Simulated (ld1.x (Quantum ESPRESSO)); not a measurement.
**u(r) = r·R(r): atom against pseudo-atom (antimony (Sb))**

Columns: radius, all-electron u(r) and pseudo u(r) of the 5s shell (level -13.50 eV) of antimony in the configuration [Kr] 4d10 5s1.5 5p3.5; LDA (PZ), scalar-relativistic, TM scheme, ld1.x (Quantum ESPRESSO) 7.5.

```csv
r (bohr),all-electron,pseudo
0.118,-0.0907,0.0177
0.235,0.2490,0.0368
0.353,0.0706,0.0593
0.470,-0.2290,0.0866
0.588,-0.3771,0.1215
0.705,-0.3475,0.1654
0.822,-0.2050,0.2205
0.940,-0.0126,0.2885
1.058,0.1836,0.3680
1.175,0.3575,0.4548
1.292,0.5005,0.5429
1.410,0.6109,0.6250
1.528,0.6891,0.6923
1.645,0.7390,0.7393
1.763,0.7659,0.7659
1.880,0.7737,0.7737
1.998,0.7667,0.7667
2.115,0.7485,0.7485
2.232,0.7222,0.7222
2.350,0.6898,0.6898
2.468,0.6535,0.6535
2.585,0.6152,0.6152
2.702,0.5759,0.5759
2.820,0.5362,0.5362
2.938,0.4971,0.4971
3.055,0.4595,0.4595
```

(1) How many radial nodes do the two functions have?

(2) At about which radius was the pseudo-wave matched?

(3) Is the pseudo-wave norm-conserving?

Results:

(1) The all-electron 5s function has n − l − 1 = 4 (the table is too coarse to show those close to the nucleus); the pseudo-wave has 0, since the states of the same l below it are removed with the core.

(2) 1.85 bohr. The columns agree to 0.0005 from 1.65 bohr on; several derivatives are matched, so the curves merge somewhat inside the radius.

(3) Yes: the TM scheme keeps the norm inside the radius equal to the all-electron one, which fixes the energy derivative of the logarithmic derivative at the level.
